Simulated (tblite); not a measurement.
C6H10F2Si2.
SMILES with atom numbers: `[CH:1]#[C:2][C@@H:3]1[CH2:4][SiH2:5][C@@H:6]([F:7])[C@@H:8]1[SiH2:9][F:10]` (hydrogens: H11 on C1; H12 on C3; H13, H14 on C4; H15, H16 on Si5; H17 on C6; H18 on C8; H19, H20 on Si9)

Structure used (GFN2-xTB), in Å, numbered top down from 1:
```
atom  x, y, z in Å
C1     2.526   -1.096   -0.219
C2     1.559   -0.646    0.324
C3     0.378   -0.127    0.987
C4    -0.581   -1.286    1.328
Si5   -1.534   -1.624   -0.285
C6    -0.937    0.024   -1.088
F7    -1.957    0.727   -1.718
C8    -0.371    0.854    0.067
Si9    0.658    2.348   -0.508
F10    1.256    3.017    0.836
H11    3.383   -1.479   -0.688
H12    0.700    0.393    1.897
H13   -0.022   -2.141    1.706
H14   -1.255   -0.970    2.126
H15   -2.986   -1.614   -0.119
H16   -1.053   -2.787   -1.030
H17   -0.179   -0.134   -1.862
H18   -1.236    1.222    0.635
H19   -0.173    3.380   -1.105
H20    1.820    1.952   -1.286
```

Calculated harmonic vibrations of the isolated species, GFN2-xTB (tblite), most abundant isotopes, no scaling. This tight-binding method is rough: wavenumbers can miss measured ones by several per cent, in bad cases by 10 to 20. Modes of hydrogen on silicon can be 10 to 20 % off. One conformer, not necessarily the lowest.

Harmonic wavenumbers (cm⁻¹): 36.9, 60.4, 74.5, 107.6, 120.6, 188.6, 199.7, 250.4, 304.1, 335.7, 359.5, 367.9, 457.3, 479.3, 514.6, 534.7, 565.3, 607.8, 643.4, 670.2, 692.3, 705.9, 723.3, 737.9, 753.1, 764.8, 769.8, 793.7, 822.3, 896.4, 1020.3, 1031.8, 1037.1, 1073.3, 1140.4, 1160.7, 1185.3, 1219.3, 1257.4, 1270.6, 1308.4, 1319.2, 1470.5, 2285.4, 2288.1, 2296.3, 2344.5, 2362.7, 2906.4, 2911.6, 2915.5, 2979.4, 3012.1, 3393.8.

A = 1260, B = 780.1, C = 593.9 MHz; mass 176.029 u (most abundant isotopes); point group C1, symmetry number 1.

What is the zero-point energy?

½Σν̃ = 29864 cm⁻¹ = 357.26 kJ/mol.

Give the ideal-gas entropy at 298.15 K and 1 bar in the rigid-rotor, harmonic-oscillator model (classical rotation).

Translation 173.34, rotation 128.40, vibration 161.73: S = 463.5 J/(mol K).

And Cp and H(298.15 K) − H(0)?

Cp = 203.45 J/(mol K), of which vibrations give 170.19 (their classical limit is 54 R = 449.0); H(298.15 K) − H(0) = 35.27 kJ/mol without the zero-point energy, 25.35 from vibrations.

Which modes carry the vibrational entropy at 298.15 K?

36.9 cm⁻¹: 22.67; 60.4 cm⁻¹: 18.59; 74.5 cm⁻¹: 16.86; 107.6 cm⁻¹: 13.86; 120.6 cm⁻¹: 12.93; 188.6 cm⁻¹: 9.38 J/(mol K); the other 48 give 67.44 together.

What must be added to the electronic energy to get the Gibbs energy at 298.15 K and 1 bar?

ZPE + [H(298.15 K) − H(0)] − T·S = 357.26 + 35.27 − 138.19 = 254.34 kJ/mol.

How do the functions run with temperature in this model?

```csv
T (K),S (J/(mol K)),Cp (J/(mol K)),H − H(0) (kJ/mol),G − H(0) (kJ/mol),ln q(vib)
150,355.9,118.1,11.34,-42.04,4.17
250,430.0,177.0,26.10,-81.40,7.57
400,530.2,251.0,58.51,-153.57,12.71
600,645.1,315.2,115.65,-271.44,19.32
900,784.8,372.4,219.58,-486.77,28.34
```

q(vib) and H(0) count from the zero-point level.

Blend soft modes into free rotors: weight 1/[1 + (100 cm⁻¹/ν̃)⁴] for the oscillator and the rest for a rotor with moment μB/(μ + B), μ = h/(8π²ν), B = 10⁻⁴⁴ kg m². What vibrational entropy results?

147.02 J/(mol K) in place of 161.73, which changes −T·S at 298.15 K by +4.39 kJ/mol.

Hindered rotation and anharmonicity are outside this model. Other conformers, if any are populated, would add a mixing term that is left out. The structure is chiral; the term R ln 2 for an equal mix with its mirror image is left out.
